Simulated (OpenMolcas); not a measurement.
## Computed levels of Ce2+

```
Program             : OpenMolcas
Method              : RASSCF
Basis               : ANO-RCC-VQZP [9s8p6d4f3g2h]
Scalar Hamiltonian  : DKH2, point nucleus
Active space        : 8 electrons in 10 orbitals (RAS1 5p, at most 2 holes; RAS2 4f)
State averaging     : 2S+1 = 3 even, 21 roots; 2S+1 = 1 even, 27 roots
Spin-orbit coupling : state interaction with AMFI integrals over the reference wave functions, term energies averaged over their components
```

With spin-orbit coupling, above the lowest level:

```json
{"Configuration": "4f²", "Term": "³H", "J": "4", "E (cm⁻¹)": "0.0", "Measured (cm⁻¹)": "0.0", "g": "0.804", "Term weight %": "98", "Second": ""}
{"Configuration": "4f²", "Term": "³H", "J": "5", "E (cm⁻¹)": "1638", "Measured (cm⁻¹)": "1528", "g": "1.033", "Term weight %": "100", "Second": ""}
{"Configuration": "4f²", "Term": "³H", "J": "6", "E (cm⁻¹)": "3396", "Measured (cm⁻¹)": "3127", "g": "1.167", "Term weight %": "100", "Second": ""}
{"Configuration": "4f²", "Term": "³F", "J": "2", "E (cm⁻¹)": "5033", "Measured (cm⁻¹)": "3763", "g": "0.670", "Term weight %": "99", "Second": ""}
{"Configuration": "4f²", "Term": "³F", "J": "3", "E (cm⁻¹)": "6090", "Measured (cm⁻¹)": "4765", "g": "1.084", "Term weight %": "100", "Second": ""}
{"Configuration": "4f²", "Term": "³F", "J": "4", "E (cm⁻¹)": "6466", "Measured (cm⁻¹)": "5006", "g": "1.161", "Term weight %": "65", "Second": "34 ¹G"}
{"Configuration": "4f²", "Term": "¹G", "J": "4", "E (cm⁻¹)": "8801", "Measured (cm⁻¹)": "7120", "g": "1.086", "Term weight %": "64", "Second": "35 ³F"}
{"Configuration": "4f²", "Term": "¹D", "J": "2", "E (cm⁻¹)": "17585", "Measured (cm⁻¹)": "12835", "g": "1.016", "Term weight %": "95", "Second": "4 ³P"}
{"Configuration": "4f²", "Term": "¹I", "J": "6", "E (cm⁻¹)": "21993", "Measured (cm⁻¹)": "17421", "g": "1.000", "Term weight %": "100", "Second": ""}
{"Configuration": "4f²", "Term": "³P", "J": "0", "E (cm⁻¹)": "22687", "Measured (cm⁻¹)": "16072", "g": "", "Term weight %": "100", "Second": ""}
{"Configuration": "4f²", "Term": "³P", "J": "1", "E (cm⁻¹)": "22985", "Measured (cm⁻¹)": "16524", "g": "1.501", "Term weight %": "100", "Second": ""}
{"Configuration": "4f²", "Term": "³P", "J": "2", "E (cm⁻¹)": "23837", "Measured (cm⁻¹)": "17317", "g": "1.481", "Term weight %": "96", "Second": "4 ¹D"}
```

Against the 11 measured excited levels shown (Martin, Zalubas and Hagan, Atomic Energy Levels: The Rare-Earth Elements, NSRDS-NBS 60 (1978)) the mean absolute deviation is 3200 cm-1; the largest miss in energy is 4f² ³P₀: computed 22687, measured 16072 cm⁻¹ (+41.2 %).

Spin-orbit coupling puts the lowest level 1936 cm⁻¹ below the lowest spin-free term.

For ³H the intervals divided by the larger J are 327.6, 293.0 cm-1. Landé's interval rule makes them equal in pure LS coupling; they differ by 11 % of their mean. The multiplet is regular.

High states are left out of the spin-orbit mixing, which shifts the levels that they would mix with. Without dynamic correlation excited terms often stand tens of per cent too high (terms of higher spin than the ground term too low), and those without a measured partner can miss by more than the paired ones. Some levels mix across a computed gap that differs much from the measured one, so their mixing is not that of the real levels. Active for correlation alone: 5p; no level in the range computed is led by a configuration that opens it, so any true level of that kind is missing. Computed and measured levels are paired by configuration, term and J; levels that our copy of the source lacks, or whose pairing is in doubt (as where it misses far off the trend of its configuration), stay unpaired and out of the deviations. Only configurations of the active space appear. The first state left out of the spin-orbit step lies near 51000 cm-1 above the lowest spin-free state of the reference (among the parities and spins computed), and the list stops at four fifths of that energy or lower.

The term weight is that of the spin-free term in the level, not the purity of its configuration.
